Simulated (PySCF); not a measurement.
An EPR job on `[H]/[C]=C\[C@@H](C)C(C)=S` [radical].

Method: UKS B3LYP, pcH-1 on C H S, non-relativistic, mean-field spin-orbit, GIAO (PySCF 2.14.0). Geometry: GFN2-xTB. The command runs a driver script over a list of jobs; the input below is this job's line of settings and its coordinates in Å.

Command:
```bash
OMP_NUM_THREADS=1 python probes_run.py task.json out
```

Input:
```
{"job": {"kind": "epr", "basis": "pcH-1"}, "charge": 0, "multiplicity": 2}
C      2.019314    -1.406500    -0.162839
C      1.279171    -0.483756    -0.643061
C      0.273344     0.375668     0.197703
C      0.606089     1.842336    -0.029082
C     -1.066774    -0.043917    -0.276479
C     -1.717017    -1.160262     0.466661
S     -1.752519     0.605215    -1.610901
H      2.239549    -1.936278     0.731616
H      1.277291    -0.183858    -1.681535
H      0.404237     0.110028     1.250259
H      0.456150     2.109130    -1.072195
H     -0.044709     2.465433     0.581538
H      1.639234     2.041170     0.245343
H     -1.027484    -2.001927     0.549850
H     -2.624004    -1.483337    -0.037160
H     -1.969469    -0.840201     1.478871
```

Output:
```
UKS, coarse grid
  cycle   1  E = -632.08778290  |g| = 3.37e-01
  cycle   2  E = -632.05332744  |g| = 4.34e-01
  cycle   3  E = -632.14170108  |g| = 1.45e-01
  cycle   4  E = -632.15124409  |g| = 5.28e-02
  cycle   5  E = -632.15273812  |g| = 1.86e-02
  cycle   6  E = -632.15292425  |g| = 7.83e-03
  cycle   7  E = -632.15297382  |g| = 2.65e-03
  cycle   8  E = -632.15298405  |g| = 1.35e-03
  cycle   9  E = -632.15298891  |g| = 4.61e-04
UKS, final grid
  cycle   1  E = -632.15302604  |g| = 3.81e-04
  cycle   2  E = -632.15302610  |g| = 5.92e-04
  cycle   3  E = -632.15302630  |g| = 1.82e-04
  cycle   4  E = -632.15302635  |g| = 1.26e-04
  cycle   5  E = -632.15302639  |g| = 3.83e-05
  cycle   6  E = -632.15302639  |g| = 8.57e-06
E = -632.15302639 Eh   <S^2> = 0.7593 (exact 0.7500)
g shifts (ppm)      1          2          3
  rmc          -150       -150       -150
  gc             -6          4         13
  oz_so        -122       1007       2277
  total        -277        861       2140
hyperfine (MHz)  atom isotope    a_iso     a_fc   dipolar eigenvalues
    0   13C     266.05     266.17    -80.36    -60.35    140.71
    1   13C     -17.78     -17.79    -16.64      0.97     15.68
    2   13C      75.74      75.80    -10.07     -9.16     19.23
    3   13C      -5.32      -5.32     -0.42     -0.32      0.74
    4   13C      -4.42      -4.46     -2.72     -0.16      2.88
    5   13C       1.29       1.28     -0.32     -0.23      0.55
    6   33S       1.16       1.01     -5.33     -3.53      8.87
    7    1H      17.66      17.66    -32.63     -5.69     38.32
    8    1H     110.82     110.82     -5.57     -4.85     10.42
    9    1H      -5.41      -5.40     -6.87     -1.14      8.01
   10    1H       0.16       0.16     -1.28     -0.85      2.13
   11    1H       5.32       5.32     -0.99     -0.84      1.83
   12    1H       2.50       2.50     -1.55     -1.19      2.74
   13    1H      -0.73      -0.73     -1.97     -1.61      3.59
   14    1H       0.44       0.44     -0.71     -0.51      1.23
   15    1H      -0.99      -0.99     -0.96     -0.74      1.71
```

rmc, gc and oz_so are the mass-correction, gauge-correction and orbital-Zeeman/spin–orbit parts of the g shift along its three principal axes; a_iso is the isotropic hyperfine coupling and a_fc its Fermi-contact part. The program numbers atoms from 0.

Get g_iso from the total shifts.

Their mean is 908 ppm; added to g_e = 2.002319 it gives 2.00323.

How far is ⟨S²⟩ from the pure-spin value?

S = 0.5 gives S(S+1) = 0.75; the run has 0.7593, 0.0093 more.

In short: ⟨S²⟩ 0.759; g_iso 2.0032.

The structure is a single GFN2-xTB conformer in the gas phase; no vibrational or solvent corrections.

Estimate the wall time. Hardware: one thread of an Arm Neoverse V1, no GPU, on a shared host. And the peak memory of the process?

About 85 s (density and orbital grids were written too), with 1.1 GiB resident at the peak, the Python interpreter and its libraries included.
Labels such as C1 count atoms from 1, the log's own numbers from 0.
